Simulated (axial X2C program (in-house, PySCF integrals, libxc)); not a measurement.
**Photoelectron levels of AlCu by EOM-IP-CCSD**

Calculated with an axial X2C code built on PySCF integrals: two-component X2C with atomic mean-field Coulomb and Gaunt terms, Gaussian nuclei, basis Cu dyall-cv3z, Al dyall-v3z with contracted cores.

R = 2.370 Å (near the PBE0 minimum at charge 0 of the determinant lowest at the starting distance; the state shown can have its own minimum elsewhere).

Hartree–Fock spinors of AlCu (one of each Kramers pair; a window near the gap, which can cut inner shells):

| ω | occupied | ε (eV) | character |
| --- | --- | --- | --- |
| 3/2 | yes | -13.25 | 100% Cu d |
| 1/2 | yes | -13.00 | 96% Cu d, 2% Al s |
| 5/2 | yes | -12.91 | 100% Cu d |
| 3/2 | yes | -12.86 | 99% Cu d |
| 1/2 | yes | -10.98 | 57% Al s, 18% Cu s, 16% Cu d |
| 1/2 | yes | -5.89 | 59% Al p, 28% Cu s, 8% Al s |
| 1/2 | no | 0.40 | 59% Al p, 40% Cu p |
| 3/2 | no | 0.41 | 59% Al p, 40% Cu p |
| 1/2 | no | 0.83 | 48% Cu p, 32% Cu s, 14% Al p |
| 1/2 | no | 1.98 | 60% Cu p, 35% Al p, 3% Al d |
| 3/2 | no | 1.98 | 60% Cu p, 35% Al p, 3% Al d |
| 1/2 | no | 2.07 | 60% Cu p, 22% Cu s, 8% Al s |

Vertical ionisation energies of AlCu to the states of AlCu⁺:

```
Ω of AlCu⁺  vertical IE (eV)  above lowest (cm⁻¹)                   ionised spinor  one-hole weight
       1/2             6.707                    0  59% Al pσ, 26% Cu sσ, 10% Al sσ             0.95
       1/2             9.403                21744  72% Cu dσ, 11% Al sσ, 10% Cu dπ             0.88
       5/2             9.531                22779                       100% Cu dδ             0.89
       3/2             9.578                23158             69% Cu dπ, 30% Cu dδ             0.83
```

Task: How far does the lowest EOM-IP-CCSD energy lie from the Koopmans value −ε of the highest filled spinor?

Result: 6.707 eV against 5.89 eV, a shift of 0.82 eV: relaxation of the final state lowers the energy and the loss of correlation raises it.

This point took 9.3 s on 1 thread of Arm Neoverse V2, with other jobs on the host.

Reference electrons by ω block (each with its −ω partner): 1/2: 15, 3/2: 5, 5/2: 1. 14 electrons of AlCu correlated (inner shells frozen), 92 natural virtual spinors (a truncated set); levels can be off by some tenths of an eV. Roots sought by Ω: (1/2: 4, 3/2: 3, 5/2: 1); the list ends where they run out and leaves out roots under 60 % one-particle weight. The solver can skip a root, and states that need a further excitation, which the method places far too high, are missing though they may lie low or lowest. T1 of the reference 0.036 (Lee–Taylor). Number of frozen shells: Cu 3 s, 2 p; Al 2 s, 1 p. Large amplitudes in the reference (orbital relaxation or multireference character) lower the reliability.
